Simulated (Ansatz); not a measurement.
```yaml
crystal:
  periodic: [false, false, false]
  atoms:
    - {symbol: Si, position_ang: [-0.048388, -0.721318, 0.711472]}
    - {symbol: Si, position_ang: [-0.048388, -0.771318, 0.411472]}
    - {symbol: C, position_ang: [1.693442, -0.767086, 0.837601]}
    - {symbol: N, position_ang: [1.024147, -0.263145, 1.787992]}
    - {symbol: H, position_ang: [-1.276343, 0.379275, -2.259380]}
    - {symbol: H, position_ang: [-2.251578, 1.398155, -0.301174]}
    - {symbol: H, position_ang: [-0.005289, 2.016508, -0.992391]}
    - {symbol: H, position_ang: [-0.832260, -2.007322, 0.646322]}
    - {symbol: H, position_ang: [2.767991, -0.933941, 0.750673]}
basis:
  gaussian: {orbitals: cc-pVDZ, point_charges: [{charge: -1.00, position_ang: [5.949, 0.818, -0.907]}]}
hamiltonian: {xc: {name: LC-wPBE}}
output: {forces: true}
```

```sh
$ ansatz run in.yaml --threads 2 --pin off --events-out ev --progress --plain --max-ram 4352MiB
```

Output, abridged:

```
Functional definition: LC-wPBE
1144 factors; their error is unknown
364 factors; integrals over basis functions are off by at most 3.8e-5 eV
mean field evaluation 1: about -16269.8140 eV, gradient 8.7e1 eV
mean field evaluation 2: about -16224.8664 eV, gradient 1.1e2 eV
mean field evaluation 4: about -16282.8467 eV, gradient 1.2e1 eV
mean field evaluation 8: about -16284.6900 eV, gradient 3.8e0 eV
mean field evaluation 16: about -16284.8729 eV, gradient 2.4e-1 eV
a density is far from that of the atoms, so the factors are made again for it
1038 factors; integrals over basis functions are off by at most 5.0e-4 eV
376 factors; integrals over basis functions are off by at most 3.3e-5 eV
mean field evaluation 32: about -16284.8726 eV, gradient 3.5e-3 eV
mean field -16284.87259567 eV, -598.4580296079 hartree, gradient 2.3e-5 eV, S^2 0.000000; 0 other end points of the search recorded, 0 dependent functions left out
reference -16284.87259568 eV, -598.4580296082 hartree; 23, 23 occupied and 66, 66 virtual orbitals, 1038 factors
Total energy: -16284.87259568 eV, -598.4580296082 hartree
Atom 0 at    -0.048388    -0.721318     0.711472 Å, force    10.937680  2454.208378 14643.249285 eV/Å
Atom 1 at    -0.048388    -0.771318     0.411472 Å, force   -21.767906 -2447.024881 -14648.756489 eV/Å
Atom 2 at     1.693442    -0.767086     0.837601 Å, force     8.384048    -5.226405    -1.151080 eV/Å
Atom 3 at     1.024147    -0.263145     1.787992 Å, force     2.235442     2.092581     4.791353 eV/Å
Atom 4 at    -1.276343     0.379275    -2.259380 Å, force    -0.811890    -0.368636     1.096374 eV/Å
Atom 5 at    -2.251578     1.398155    -0.301174 Å, force     2.284166    -0.504221    -1.400295 eV/Å
Atom 6 at    -0.005289     2.016508    -0.992391 Å, force    -0.831113    -0.490931     1.574111 eV/Å
Atom 7 at    -0.832260    -2.007322     0.646322 Å, force     0.960380    -4.293935    -1.306726 eV/Å
Atom 8 at     2.767991    -0.933941     0.750673 Å, force    -1.305832     1.691394     1.838268 eV/Å
Dipole moment:     0.593624    -0.515439     0.571975 e Å
```

In this input one atom was put on top of another. Self-consistency was reached. The result belongs to that input, not to the molecule as meant.
